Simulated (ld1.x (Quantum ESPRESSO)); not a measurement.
What one change does to a pseudopotential (Co, TM)

cobalt (Co), norm-conserving Troullier–Martins (Kleinman–Bylander form), made with ld1.x (Quantum ESPRESSO) 7.5 (PBEsol, scalar-relativistic). Core [Ne] 3s2, reference 3p6 3d7 4s0.5 4p0 (charge +1.5). Waves: 3p (bound): rc 1.00 bohr; 3d (bound): rc 0.80 bohr; 4s (bound): rc 1.80 bohr. Local part: the s channel. Core correction: none.

All-electron outer shells of the reference configuration (PBEsol, scalar-relativistic, ld1.x):

```csv
shell,level (eV),outermost node (bohr),outermost maximum (bohr)
3s,-115.91,0.31,0.67
3p,-79.30,0.28,0.68
3d,-21.87,–,0.66
4s,-16.68,0.95,2.13
4p,-10.86,1.04,2.60
```

Change: wave 3p (bound): rc 1.00 bohr becomes 3p (bound): rc 0.76 bohr.

Cutoffs: the cutoffs (Ry, on a coarse ladder) from which the occupation-weighted sum of valence levels, in a spherical-Bessel basis at the reference potential, stays within 10 and 1 mRy of its value at 400 Ry; they do not see the model core or the augmentation charge, which bear on the density cutoff. Errors are all-electron minus pseudo energies relative to the spin-unpolarised reference configuration.

Predict the effect on cutoff, ghosts and configuration errors.

The errors of the 7 common tests hardly move; neither file shows a bound ghost at the reference potential, the only one tested.

```csv
quantity,base,changed
"cutoff, loose",300 Ry,300 Ry
"cutoff, tight",over 300 Ry,over 300 Ry
loose cutoff by channel (10 mRy a level),"p 70 Ry, d 260 Ry, s 10 Ry","p 120 Ry, d 260 Ry, s 10 Ry"
bound ghosts,none,none
"error for 3p6 3d7 4s2 4p0, meV [ΔE -16.40 eV]",-10,-10
"error for 3p6 3d7 4s1 4p0, meV [ΔE -7.35 eV]",-1.3,-1.3
"error for 3p6 3d7 4s0 4p0, meV [ΔE 9.35 eV]",-3.6,-3.6
"error for 3p6 3d5 4s0 4p0, meV [ΔE 100.50 eV]",-1500,-1505
"error for 3p6 3d7.5 4s1.5 4p0, meV [ΔE -17.36 eV]",-22,-22
"error for 3p6 3d6 4s0 4p0, meV [ΔE 45.18 eV]",-319,-320
"error for 3p6 3d6 4s2 4p1, meV [ΔE -6.71 eV]",-1353,-1355
s: phases at 1.96 bohr within 0.05 rad from the reference energy up to (Ry; the scan ends near 5),1.7,1.7
p: phases at 1.96 bohr within 0.05 rad from the reference energy up to (Ry; the scan ends near 5),-2.8,-2.8
d: phases at 1.96 bohr within 0.05 rad from the reference energy up to (Ry; the scan ends near 5),-0.4,-0.4
```

Base: These tests converged, but a pseudo level misses the all-electron one widely, so the file describes the atom poorly there or has found another state: 3p6 3d5 4s0 4p0: empty 4p by 4.6 eV (a node warning on the way); 3p6 3d6 4s0 4p0: empty 4p by 2.9 eV. Changed file: These tests converged, but a pseudo level misses the all-electron one widely, so the file describes the atom poorly there or has found another state: 3p6 3d5 4s0 4p0: empty 4p by 4.6 eV (a node warning on the way); 3p6 3d6 4s0 4p0: empty 4p by 2.9 eV.
